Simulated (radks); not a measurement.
The numbers below are computed, except where a source is named.
Question: Successive ionisation energies (eV) of one element, from differences of total energies of ions in their ground configurations, starting at charge 22: 617.05, 661.23, 887.42, 931.86, 976.80, 1022.2, 1068.0, 1125.6, 1173.4, 1221.6, 1270.2, 1319.3, 1538.6, 1587.8, 1636.5, 1698.1, 1748.6, 1798.6, 1988.0, 2044.1, 3463.3, 3580.5. Code: a radial shooting solver on a logarithmic mesh with Libxc functionals. Model: scalar-relativistic Kohn-Sham, LDA (Slater exchange, VWN5 correlation), spin-polarised, spherical densities, finite nucleus; open shells are filled with parallel spins first (spin-orbit coupling, left out, can overturn this in heavy ions); Fermi nuclear charge, rms radius 5.3108 fm. Which element is it?

Answer: Ytterbium (Z = 70). The first species listed is Yb22+ in [Kr] 4d10 4f2, the last Yb43+ in [Ar] 3d9.
